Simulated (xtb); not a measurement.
HgI2, charge +1, doublet, at a GFN2-xTB geometry (such geometries of metal compounds can be far from the true shape) (a state made from the parent by changing its charge; the spin is typed, not shown lowest); GFN0-xTB (xtb).

Input for xtb:
```
$ xtb coord --gfn 0 --chrg 1 --uhf 1 --json

# file coord
$coord
      0.0000000000       0.0000000000       0.0000000000  hg
      0.0000000000       0.0000000000       5.0697686044  i
     -0.0000000000      -0.0000000000      -5.0697686044  i
$end
```

Output, abridged:

```
   ID    Z sym.   atoms
    1   80 hg     1
    2   53 i      2, 3

           -------------------------------------------------
          |                Calculation Setup                |
           -------------------------------------------------

           -------------------------------------------------
          |                 G F N 0 - x T B                 |
           -------------------------------------------------

          ...................................................
          :                      SETUP                      :
          :.................................................:
          :  # basis functions                  24          :
          :  # atomic orbitals                  22          :
          :  # shells                            8          :
          :  # electrons                        15          :
          :  electronic temp.          300.0000000     K    :
          :  accuracy                    1.0000000          :
          :  -> integral cutoff          0.2500000E+02      :
          :  -> integral neglect         0.1000000E-07      :
          ...................................................

         :::::::::::::::::::::::::::::::::::::::::::::::::::::
         ::                     SUMMARY                     ::
         :::::::::::::::::::::::::::::::::::::::::::::::::::::
         :: total energy              -6.025890608040 Eh    ::
         :: gradient norm              0.007381448675 Eh/a0 ::
         :: HOMO-LUMO gap              3.662520438779 eV    ::
         ::.................................................::
         :: H0 energy                 -7.572990812225 Eh    ::
         :: repulsion energy           0.014545928200 Eh    ::
         :: electrostat energy         1.533219844185 Eh    ::
         :: -> Gsolv                   0.000000000000 Eh    ::
         ::    -> Gsasa                0.000000000000 Eh    ::
         ::    -> Gshift               0.000000000000 Eh    ::
         :: dispersion energy         -0.000665568200 Eh    ::
         :: short-range corr.          0.000000000000 Eh    ::
         :: add. restraining           0.000000000000 Eh    ::
         :: total charge               1.000000000000 e     ::
         :::::::::::::::::::::::::::::::::::::::::::::::::::::

           -------------------------------------------------
          |                Property Printout                |
           -------------------------------------------------

    * Orbital Energies and Occupations

         #    Occupation            Energy/Eh            Energy/eV
      -------------------------------------------------------------
         1        2.0000           -0.6602915             -17.9674
         2        2.0000           -0.6564190             -17.8621
         3        2.0000           -0.5063863             -13.7795
         4        2.0000           -0.4417971             -12.0219
         5        1.9997           -0.4378790             -11.9153
         6        1.9997           -0.4378790             -11.9153
         7        1.5003           -0.4301232             -11.7042
         8        1.5003           -0.4301232             -11.7042 (HOMO)
         9                         -0.2955280              -8.0417 (LUMO)
        10                         -0.0977369              -2.6596
        11                         -0.0977369              -2.6596
        12                         -0.0504975              -1.3741
        13                         -0.0504975              -1.3741
        14                         -0.0501534              -1.3647
        15                         -0.0501534              -1.3647
        16                         -0.0484701              -1.3189
        17                         -0.0484701              -1.3189
        18                         -0.0457119              -1.2439
        19                          0.1445400               3.9331
       ...                                ...                  ...
        22                          2.3443373              63.7927
      -------------------------------------------------------------
                  HL-Gap            0.1345951 Eh            3.6625 eV
             Fermi-level            0.0000000 Eh            0.0000 eV

     #   Z          covCN         q      C6AA      α(0)
     1  80 hg       1.763     0.449   252.984    27.732
     2  53 i        0.882     0.276   350.883    32.357
     3  53 i        0.882     0.276   350.883    32.357

 Mol. C6AA /au·bohr⁶  :       2846.243279
 Mol. C8AA /au·bohr⁸  :     268547.225990
 Mol. α(0) /au        :         92.445892

Wiberg/Mayer (AO) data.
largest (>0.10) Wiberg bond orders for each atom

 ---------------------------------------------------------------------------
     #   Z sym  total        # sym  WBO       # sym  WBO       # sym  WBO
 ---------------------------------------------------------------------------
     1  80 hg   1.870 --     3 i    0.935     2 i    0.935
     2  53 i    0.935 --     1 hg   0.935
     3  53 i    0.935 --     1 hg   0.935
 ---------------------------------------------------------------------------

Topologies differ in total number of bonds
Writing topology from bond orders to xtbtopo.mol

 dipole moment from electron density (au)
     X       Y       Z
   0.0000   0.0000   0.0000  total (Debye):    0.000

           -------------------------------------------------
          | TOTAL ENERGY               -6.025890608040 Eh   |
          | GRADIENT NORM               0.007381448675 Eh/α |
          | HOMO-LUMO GAP               3.662520438779 eV   |
           -------------------------------------------------

normal termination of xtb
```
